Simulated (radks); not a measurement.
The nickel ion Ni2+ inside a hard spherical wall (all orbitals vanish at R), configuration held at [Ar] 3d8 and not refilled when levels cross. Calculated with a radial shooting solver on a logarithmic mesh with Libxc functionals: non-relativistic Kohn-Sham, LDA (Slater exchange, Perdew-Wang correlation), spin-polarised, spherical densities, point nucleus; open shells are filled with parallel spins first. Eigenvalues in eV for spin up, with the zero of energy where the potential of the charges vanishes at infinity; a dash marks a level that is unbound or too diffuse for the functional's potential to be trusted. A positive occupied level is held by the wall or, in an anion where self-interaction has pushed it up, behind a barrier. The pressure on the wall is -dE/dV.

R (bohr) = free: E (hartree) -1504.62074; kinetic (hartree) 1502.967; e(2p) -859.62; e(3s) -128.10; e(3p) -91.176; e(3d) -29.778; e(4s, empty) -21.726; e(4p, empty) -15.118; pressure (GPa) 0
R (bohr) = 12: E (hartree) -1504.62074; kinetic (hartree) 1502.967; e(2p) -859.62; e(3s) -128.10; e(3p) -91.176; e(3d) -29.778; e(4s, empty) -21.726; e(4p, empty) -15.118; pressure (GPa) < 0.0001
R (bohr) = 10: E (hartree) -1504.62074; kinetic (hartree) 1502.967; e(2p) -859.62; e(3s) -128.10; e(3p) -91.176; e(3d) -29.778; e(4s, empty) -21.726; e(4p, empty) -15.117; pressure (GPa) < 0.0001
R (bohr) = 8: E (hartree) -1504.62074; kinetic (hartree) 1502.967; e(2p) -859.62; e(3s) -128.10; e(3p) -91.176; e(3d) -29.778; e(4s, empty) -21.725; e(4p, empty) -15.107; pressure (GPa) < 0.0001
R (bohr) = 7: E (hartree) -1504.62073; kinetic (hartree) 1502.967; e(2p) -859.62; e(3s) -128.10; e(3p) -91.175; e(3d) -29.778; e(4s, empty) -21.719; e(4p, empty) -15.068; pressure (GPa) 0.000778
R (bohr) = 5: E (hartree) -1504.61976; kinetic (hartree) 1502.978; e(2p) -859.55; e(3s) -128.04; e(3p) -91.117; e(3d) -29.721; e(4s, empty) -21.403; e(4p, empty) -14.217; pressure (GPa) 0.226
R (bohr) = 3.5: E (hartree) -1504.58384; kinetic (hartree) 1503.236; e(2p) -858.23; e(3s) -126.95; e(3p) -90.048; e(3d) -28.639; e(4s, empty) -17.339; e(4p, empty) -7.894; pressure (GPa) 16.9
R (bohr) = 3: E (hartree) -1504.49776; kinetic (hartree) 1503.736; e(2p) -856.10; e(3s) -125.28; e(3p) -88.418; e(3d) -26.899; e(4s, empty) -11.410; e(4p, empty) -0.170; pressure (GPa) 77.9
R (bohr) = 2: E (hartree) -1502.92032; kinetic (hartree) 1511.271; e(2p) -836.12; e(3s) -111.45; e(3p) -74.391; e(3d) -10.554; e(4s, empty) 44.119; e(4p, empty) 62.126; pressure (GPa) 2940
R (bohr) = 1.5: E (hartree) -1496.13961; kinetic (hartree) 1538.879; e(2p) -789.92; e(3s) -79.526; e(3p) -40.541; e(3d) 28.081; e(4s, empty) 177.13; e(4p, empty) 196.87; pressure (GPa) 30900
